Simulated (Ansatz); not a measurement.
## From C to Sn: the vertical ionisation energy

One atom is swapped for its congeners: CH3F (fluoromethane) `CF`; SiH3F `F[SiH3]`; GeH3F (fluorogermane) `[F][GeH3]`; SnH3F `[F][SnH3]`. All are singlets with charge 0.

Shapes, held fixed at every level: PBE0-D4/def2-TZVP. Programs: Ansatz 0.2.0. Values in eV.

Task: How should the vertical ionisation energy change along the series?

Result: At B2PLYP/def2-TZVPP the vertical ionisation energy falls at every step, from 13.11 to 11.85 eV. Every level shows the same order. For atoms past krypton def2 sets carry core potentials with scalar relativity. Relativity is left out for Ge unless named. Correlated rows may include outer-core shells of Ge, Sn, which these sets cover unevenly.

```json
{"level": "PBE-D4/def2-TZVPP", "CH3F": "12.63", "SiH3F": "12.08", "GeH3F": "11.84", "SnH3F": "11.33"}
{"level": "r2SCAN-D4/def2-TZVPP", "CH3F": "12.78", "SiH3F": "12.28", "GeH3F": "12.05", "SnH3F": "11.53"}
{"level": "B3LYP-D4/def2-TZVPP", "CH3F": "13.01", "SiH3F": "12.51", "GeH3F": "12.28", "SnH3F": "11.77"}
{"level": "PBE0-D4/def2-TZVPP", "CH3F": "12.94", "SiH3F": "12.46", "GeH3F": "12.26", "SnH3F": "11.75"}
{"level": "wB97M-V/def2-TZVPP", "CH3F": "13.02", "SiH3F": "12.63", "GeH3F": "12.44", "SnH3F": "11.99"}
{"level": "wB97X-V/def2-TZVPP", "CH3F": "13.05", "SiH3F": "12.68", "GeH3F": "12.50", "SnH3F": "12.05"}
{"level": "B2PLYP/def2-TZVPP", "CH3F": "13.11", "SiH3F": "12.60", "GeH3F": "12.37", "SnH3F": "11.85"}
```
